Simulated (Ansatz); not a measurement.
`N=C1S[SiH]1Cl` + H₂ → `N=C1[SiH2]S1` + HCl at 600 K and 1 bar (hydrogenolysis of the Si–Cl bond).

Gas-phase electronic energies from Ansatz, PBE0-D4/def2-TZVP geometries. CCSD(T)/CBS is the MP2 limit (def2-TZVPP, def2-QZVPP) plus CCSD(T) − MP2 in def2-TZVPP, frozen cores. This one scheme is used for every species. Each species was taken in one conformer, which may not be the lowest.

```tsv
species	CCSD(T)/CBS energy (Eh)	H − E (kJ/mol)	S (J/(mol·K))
`N=C1S[SiH]1Cl`	-1240.60829	136.0	403.6
H₂	-1.17544	43.9	150.8
`N=C1[SiH2]S1`	-781.37471	145.8	362.9
HCl	-460.38127	35.4	207.2
```

H − E and S are ideal-gas, rigid-rotor, harmonic terms from PBE0-D4/def2-TZVP, for one conformer and one mirror image of each species. The MP2-based limit puts H₂ 0.8 mEh under its directly extrapolated value; such offsets cancel only in part. 1 Eh = 2625.50 kJ/mol, R = 8.31446 J/(mol·K).

By hand: ΔE, ΔH, ΔS and ΔG.

ΔE = (-781.37471) + (-460.38127) − (-1240.60829) − (-1.17544) = 0.02775 Eh = 72.9 kJ/mol. Δ(H − E) = 145.8 + 35.4 − 136.0 − 43.9 = 1.3, so ΔH = 74.2 kJ/mol. ΔS = 362.9 + 207.2 − 403.6 − 150.8 = 15.7 J/(mol·K). ΔG = 74.2 − 600 × (15.7)/1000 = 64.8 kJ/mol.

By hand: the equilibrium constant, and the temperature at which ΔG would vanish if ΔH and ΔS stayed fixed.

log₁₀ K = −ΔG/(RT ln 10) = -5.6. ΔG = 0 at ΔH/ΔS = 4726 K, far beyond where these terms or the molecules hold.

ΔH outweighs TΔS. A doubt of 5 kJ/mol in ΔE shifts log₁₀ K by 0.4 here. Other conformers and mirror images would add mixing entropy, several J/(mol·K) or more a flexible species. These are equilibria of isolated gas molecules and say nothing of rates. Largest T1 diagnostic: 0.017 (customary marks: 0.02 for closed shells, 0.045 for open ones).
